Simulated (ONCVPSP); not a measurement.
# Reading a pseudo-wave (carbon)

Columns: radius, all-electron u(r) and pseudo u(r) of the 2s shell (level -13.97 eV) of carbon in the configuration [He] 2s1.5 2p2.5; PBE, non-relativistic, ONCV scheme, ONCVPSP 4.0.1.

```csv
r (bohr),all-electron,pseudo
0.082,-0.3067,0.0510
0.165,-0.3428,0.1048
0.248,-0.2456,0.1629
0.330,-0.0945,0.2264
0.413,0.0734,0.2971
0.495,0.2330,0.3722
0.578,0.3773,0.4506
0.660,0.4989,0.5271
0.742,0.5990,0.5998
0.825,0.6788,0.6667
0.908,0.7386,0.7243
0.990,0.7799,0.7694
1.072,0.8059,0.8006
1.155,0.8190,0.8173
1.238,0.8210,0.8208
1.320,0.8140,0.8140
1.402,0.8000,0.8000
1.485,0.7802,0.7802
1.568,0.7561,0.7561
1.650,0.7290,0.7290
1.733,0.6994,0.6994
1.815,0.6687,0.6687
1.898,0.6368,0.6368
1.980,0.6049,0.6049
2.062,0.5732,0.5732
2.145,0.5415,0.5415
```

How many radial nodes do the two functions have?

The all-electron 2s function has n − l − 1 = 1; the pseudo-wave has 0, since the states of the same l below it are removed with the core.

At about which radius was the pseudo-wave matched?

1.35 bohr. The columns agree to 0.0005 from 1.24 bohr on; several derivatives are matched, so the curves merge somewhat inside the radius.

Where does each function peak?

Outermost all-electron maximum near 1.24 bohr, pseudo maximum near 1.24 bohr (to the table’s step).

Is the pseudo-wave norm-conserving?

Yes: the ONCV scheme keeps the norm inside the radius equal to the all-electron one, which fixes the energy derivative of the logarithmic derivative at the level.
